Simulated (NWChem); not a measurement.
System: C₃H₆F₂; SMILES CC(C)(F)F

Input file for NWChem:

```
start job
memory heap 200 mb stack 900 mb global 1100 mb
geometry units angstroms noautosym nocenter noautoz
  C      1.278873     0.000000    -0.791699
  C      0.000000     0.000000     0.007875
  C     -1.278873     0.000000    -0.791699
  F      0.000000    -1.090511     0.828697
  F      0.000000     1.090511     0.828697
  H      1.333369     0.894907    -1.426137
  H      2.131536     0.000000    -0.098912
  H      1.333369    -0.894907    -1.426137
  H     -1.333369     0.894907    -1.426137
  H     -2.131536     0.000000    -0.098912
  H     -1.333369    -0.894907    -1.426137
end
basis spherical
  * library def2-svp
end
dft
  xc b3lyp
  iterations 150
  mulliken
end
task dft energy
esp
  recalculate
  probe 0.07
  range 0.3
  factor 1.0
  spacing 0.02
end
task esp
```

Output (shortened):

```
             Northwest Computational Chemistry Package (NWChem) 7.3.0
             --------------------------------------------------------

                             Geometry "geometry" -> ""
                             -------------------------

 Output coordinates in angstroms (scale by  1.889725989 to convert to a.u.)

  No.       Tag          Charge          X              Y              Z
 ---- ---------------- ---------- -------------- -------------- --------------
    1 C                    6.0000     1.27887300     0.00000000    -0.79169900
    2 C                    6.0000     0.00000000     0.00000000     0.00787500
    3 C                    6.0000    -1.27887300     0.00000000    -0.79169900
    4 F                    9.0000     0.00000000    -1.09051100     0.82869700
    5 F                    9.0000     0.00000000     1.09051100     0.82869700
    6 H                    1.0000     1.33336900     0.89490700    -1.42613700
    7 H                    1.0000     2.13153600     0.00000000    -0.09891200
    8 H                    1.0000     1.33336900    -0.89490700    -1.42613700
    9 H                    1.0000    -1.33336900     0.89490700    -1.42613700
   10 H                    1.0000    -2.13153600     0.00000000    -0.09891200
   11 H                    1.0000    -1.33336900    -0.89490700    -1.42613700

 Effective nuclear repulsion energy (a.u.)     199.3661774108

                                 NWChem DFT Module
                                 -----------------

 Summary of "ao basis" -> "ao basis" (spherical)
 ------------------------------------------------------------------------------
       Tag                 Description            Shells   Functions and Types
 ---------------- ------------------------------  ------  ---------------------
 C                          def2-svp                 6       14   3s2p1d
 F                          def2-svp                 6       14   3s2p1d
 H                          def2-svp                 3        5   2s1p

            General Information
            -------------------
          SCF calculation type: DFT
          Wavefunction type:  closed shell.
          No. of atoms     :    11
          No. of electrons :    42
           Alpha electrons :    21
            Beta electrons :    21
          Charge           :     0
          Spin multiplicity:     1
          Use of symmetry is: off; symmetry adaption is: off
          Maximum number of iterations: 150
          AO basis - number of functions:   100
                     number of shells:    48
          Convergence on energy requested:  1.00D-06
          Convergence on density requested:  1.00D-05
          Convergence on gradient requested:  5.00D-04

              XC Information
              --------------
                         B3LYP Method XC Potential
                     Hartree-Fock (Exact) Exchange  0.200
                        Slater Exchange Functional  0.800 local
                    Becke 1988 Exchange Functional  0.720 non-local
              Lee-Yang-Parr Correlation Functional  0.810
                  VWN I RPA Correlation Functional  0.190 local

             Grid Information
             ----------------
          Grid used for XC integration:  medium
          Radial quadrature: Mura-Knowles
          Angular quadrature: Lebedev.
          Tag              B.-S. Rad. Rad. Pts. Rad. Cut. Ang. Pts.
          ---              ---------- --------- --------- ---------
          C                   0.70       49          10.0       434
          F                   0.50       49           9.0       434
          H                   0.35       45          11.0       434
          Grid pruning is: on
          Number of quadrature shells:   515
          Spatial weights used:  Erf1

      Superposition of Atomic Density Guess
      -------------------------------------

 Sum of atomic energies:        -314.45512837

      Non-variational initial energy
      ------------------------------

 Total energy =    -316.902795
 1-e energy   =    -828.475128
 2-e energy   =     312.206156
 HOMO         =      -0.380729
 LUMO         =       0.110158

     ---------------------------------------------
      Total Density - Mulliken Population Analysis
     ---------------------------------------------

    Atom       Charge   Shell Charges
 -----------   ------   -------------------------------------------------------
    1 C    6     6.29   1.99  0.97  0.18  2.11  1.02  0.02
    2 C    6     5.19   1.99  0.88  0.22  1.42  0.57  0.11
    3 C    6     6.29   1.99  0.97  0.18  2.11  1.02  0.02
    4 F    9     9.44   1.99  1.14  0.77  3.46  2.06  0.00
    5 F    9     9.44   1.99  1.14  0.77  3.46  2.06  0.00
    6 H    1     0.89   0.66  0.20  0.03
    7 H    1     0.89   0.67  0.20  0.03
    8 H    1     0.89   0.66  0.20  0.03
    9 H    1     0.89   0.66  0.20  0.03
   10 H    1     0.89   0.67  0.20  0.03
   11 H    1     0.89   0.66  0.20  0.03

   convergence    iter        energy       DeltaE   RMS-Dens  Diis-err
 ---------------- ----- ----------------- --------- --------- ---------
 d= 0,ls=0.0,diis     1   -317.2830251939 -5.17D+02  1.45D-02  9.78D-01
 d= 0,ls=0.0,diis     2   -317.2431163021  3.99D-02  7.35D-03  1.69D+00
 d= 0,ls=0.0,diis     3   -317.3903365724 -1.47D-01  1.02D-03  2.67D-02
 d= 0,ls=0.0,diis     4   -317.3920385978 -1.70D-03  4.76D-04  4.40D-03
 d= 0,ls=0.0,diis     5   -317.3924327349 -3.94D-04  9.06D-05  1.11D-04
  Resetting Diis
 d= 0,ls=0.0,diis     6   -317.3924468499 -1.41D-05  1.34D-05  1.64D-06
 d= 0,ls=0.0,diis     7   -317.3924470052 -1.55D-07  9.98D-06  3.96D-07

         Total DFT energy =     -317.392447005217
      One electron energy =     -832.029711068124
           Coulomb energy =      354.732642698066
    Exchange-Corr. energy =      -39.461556045928
 Nuclear repulsion energy =      199.366177410768

 Numeric. integr. density =       42.000020091742

                       DFT Final Molecular Orbital Analysis
                       ------------------------------------

 Vector   19  Occ=2.000000D+00  E=-3.843077D-01
              MO Center=  2.2D-09,  1.1D-08, -2.1D-01, r^2= 3.3D+00
   Bfn.  Coefficient  Atom+Function         Bfn.  Coefficient  Atom+Function
  ----- ------------  ---------------      ----- ------------  ---------------
    46      0.342062   4 F  px               60     -0.342062   5 F  px
     5     -0.238328   1 C  py               33      0.238328   3 C  py
    49     -0.235877   4 F  px               63      0.235877   5 F  px
    71     -0.183408   6 H  s                81      0.183408   8 H  s
    86      0.183408   9 H  s                96     -0.183408  11 H  s

 Vector   20  Occ=2.000000D+00  E=-3.781334D-01
              MO Center= -9.6D-09,  1.0D-07,  5.0D-01, r^2= 2.4D+00
   Bfn.  Coefficient  Atom+Function         Bfn.  Coefficient  Atom+Function
  ----- ------------  ---------------      ----- ------------  ---------------
    47      0.330737   4 F  py               61      0.330737   5 F  py
    48      0.315211   4 F  pz               62     -0.315211   5 F  pz
    50     -0.226500   4 F  py               64     -0.226500   5 F  py
    51     -0.209090   4 F  pz               65      0.209090   5 F  pz
     5      0.131419   1 C  py               33      0.131419   3 C  py

 Vector   21  Occ=2.000000D+00  E=-3.312469D-01
              MO Center=  8.7D-09,  1.5D-08,  7.7D-02, r^2= 2.4D+00
   Bfn.  Coefficient  Atom+Function         Bfn.  Coefficient  Atom+Function
  ----- ------------  ---------------      ----- ------------  ---------------
    46      0.340369   4 F  px               60      0.340369   5 F  px
    18      0.336045   2 C  px                4     -0.246329   1 C  px
    32     -0.246329   3 C  px               49     -0.236764   4 F  px
    63     -0.236764   5 F  px                3      0.205753   1 C  s
    31     -0.205753   3 C  s                 6      0.139488   1 C  pz

 Vector   22  Occ=0.000000D+00  E= 5.435138D-02
              MO Center=  6.7D-09,  3.1D-09, -1.3D+00, r^2= 6.3D+00
   Bfn.  Coefficient  Atom+Function         Bfn.  Coefficient  Atom+Function
  ----- ------------  ---------------      ----- ------------  ---------------
     3      1.750788   1 C  s                31      1.750788   3 C  s
    72     -0.893849   6 H  s                82     -0.893849   8 H  s
    87     -0.893849   9 H  s                97     -0.893849  11 H  s
    77     -0.630669   7 H  s                92     -0.630669  10 H  s
    17     -0.309132   2 C  s                 9     -0.255031   1 C  pz

 Vector   23  Occ=0.000000D+00  E= 8.831684D-02
              MO Center=  1.0D-08, -1.5D-08, -1.3D+00, r^2= 4.9D+00
   Bfn.  Coefficient  Atom+Function         Bfn.  Coefficient  Atom+Function
  ----- ------------  ---------------      ----- ------------  ---------------
    72      0.948021   6 H  s                82     -0.948021   8 H  s
    87      0.948021   9 H  s                97     -0.948021  11 H  s
     8     -0.691684   1 C  py               36     -0.691684   3 C  py
    19     -0.273191   2 C  py                5     -0.229254   1 C  py
    33     -0.229254   3 C  py               22     -0.204043   2 C  py

 Vector   24  Occ=0.000000D+00  E= 1.023684D-01
              MO Center=  1.8D-06,  8.2D-09, -1.7D-01, r^2= 6.8D+00
   Bfn.  Coefficient  Atom+Function         Bfn.  Coefficient  Atom+Function
  ----- ------------  ---------------      ----- ------------  ---------------
    77      1.325937   7 H  s                92      1.325935  10 H  s
     9     -0.692502   1 C  pz               37     -0.692502   3 C  pz
     3     -0.580937   1 C  s                31     -0.580933   3 C  s
    72     -0.392810   6 H  s                82     -0.392810   8 H  s
    87     -0.392812   9 H  s                97     -0.392812  11 H  s

     ---------------------------------------------
      Total Density - Mulliken Population Analysis
     ---------------------------------------------

    Atom       Charge   Shell Charges
 -----------   ------   -------------------------------------------------------
    1 C    6     5.97   1.98  0.92  0.09  2.15  0.81  0.03
    2 C    6     5.75   1.99  0.96  0.14  1.95  0.60  0.13
    3 C    6     5.97   1.98  0.92  0.09  2.15  0.81  0.03
    4 F    9     9.23   1.99  1.14  0.78  3.36  1.96  0.01
    5 F    9     9.23   1.99  1.14  0.78  3.36  1.96  0.01
    6 H    1     0.98   0.74  0.21  0.02
    7 H    1     0.97   0.74  0.20  0.02
    8 H    1     0.98   0.74  0.21  0.02
    9 H    1     0.98   0.74  0.21  0.02
   10 H    1     0.97   0.74  0.20  0.02
   11 H    1     0.98   0.74  0.21  0.02

     -------------------------------------------
      Total Density - Lowdin Population Analysis
     -------------------------------------------

    Atom       Charge   Shell Charges
 -----------   ------   -------------------------------------------------------
    1 C    6     6.07   1.96  0.58  0.30  1.93  1.22  0.07
    2 C    6     5.86   1.96  0.62  0.29  1.77  0.94  0.28
    3 C    6     6.07   1.96  0.58  0.30  1.93  1.22  0.07
    4 F    9     9.11   1.98  1.02  0.74  3.23  2.12  0.01
    5 F    9     9.11   1.98  1.02  0.74  3.23  2.12  0.01
    6 H    1     0.97   0.64  0.26  0.07
    7 H    1     0.96   0.63  0.26  0.07
    8 H    1     0.97   0.64  0.26  0.07
    9 H    1     0.97   0.64  0.26  0.07
   10 H    1     0.96   0.63  0.26  0.07
   11 H    1     0.97   0.64  0.26  0.07

     Multipole analysis of the density
     ---------------------------------

     L   x y z        total         alpha         beta         nuclear
     -   - - -        -----         -----         ----         -------
     0   0 0 0     -0.000000    -21.000000    -21.000000     42.000000

     1   1 0 0     -0.000000     -0.000000     -0.000000      0.000000
     1   0 1 0      0.000000      0.000000      0.000000      0.000000
     1   0 0 1     -0.847229     -0.008854     -0.008854     -0.829522

     2   2 0 0    -20.430842    -74.181355    -74.181355    127.931868
     2   1 1 0      0.000000      0.000000      0.000000      0.000000
     2   1 0 1      0.000000      0.000000      0.000000      0.000000
     2   0 2 0    -23.281384    -55.581371    -55.581371     87.881359
     2   0 1 1      0.000000      0.000000      0.000000      0.000000
     2   0 0 2    -22.259236    -61.192638    -61.192638    100.126040

                     NWChem Electrostatic Potential Fit Module
                     -----------------------------------------

 Atom parameters

 Number of atoms is                                   11
 Number of basis functions is                        100

 Grid parameters

 Maximum number of grid points is                  40461
 Number of grid points is                          40460
 Grid range                                     0.300000 nm
 Grid spacing                                   0.020000 nm
 Probe radius                                   0.070000 nm
 Atom radius factor                             1.000000

 Atomic radii

    1    0.100000
    6    0.147000
    9    0.128000
 FASTESP  F
  using M.O. file = ./job.movecs

    Atom              Coordinates                           Charge

                                                  ESP

    1 C     0.127887    0.000000   -0.079170   -0.298172
    2 C     0.000000    0.000000    0.000788    0.825971
    3 C    -0.127887    0.000000   -0.079170   -0.296018
    4 F     0.000000   -0.109051    0.082870   -0.335833
    5 F     0.000000    0.109051    0.082870   -0.335653
    6 H     0.133337    0.089491   -0.142614    0.065398
    7 H     0.213154    0.000000   -0.009891    0.089475
    8 H     0.133337   -0.089491   -0.142614    0.065655
    9 H    -0.133337    0.089491   -0.142614    0.065444
   10 H    -0.213154    0.000000   -0.009891    0.088451
   11 H    -0.133337   -0.089491   -0.142614    0.065281
                                            ------------
                                               -0.000000

 Dipole moment                                  0.889048

 Quadrupole moment Qxx                          5.724983
                   Qyy                         -3.819324
                   Qzz                         -1.905659

 RMS deviation kJ/mol                           0.042987

 RRMS %                                        22.933115
```

Level: B3LYP/def2-SVP. Geometry: optimised at PBE0/def2-SVP. B3LYP is NWChem's, with the RPA form of VWN correlation.
